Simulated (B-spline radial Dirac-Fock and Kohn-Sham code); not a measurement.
**The K (1s) hole of nitrogen ions: width and yield against charge**

Method: one-electron (LDA, Dirac) transition rates at Dirac-Fock energies. Computed with a radial finite-basis atomic code. Tabulated ground configurations, configuration averages; single configurations, so decays that open only by mixing (as 1s 2s² with 1s 2p² in Be-like ions) are missing and such tiny yields are far too low.

```
ion  configuration  radiative (eV)  non-radiative (eV)     yield
  N   [He] 2s2 2p3        0.000460              0.0995   0.00460
 N⁺   [He] 2s2 2p2        0.000362              0.0805   0.00448
N²⁺   [He] 2s2 2p1        0.000212              0.0593   0.00356
N³⁺       [He] 2s2        2.08e-13              0.0461  4.50e-12
```
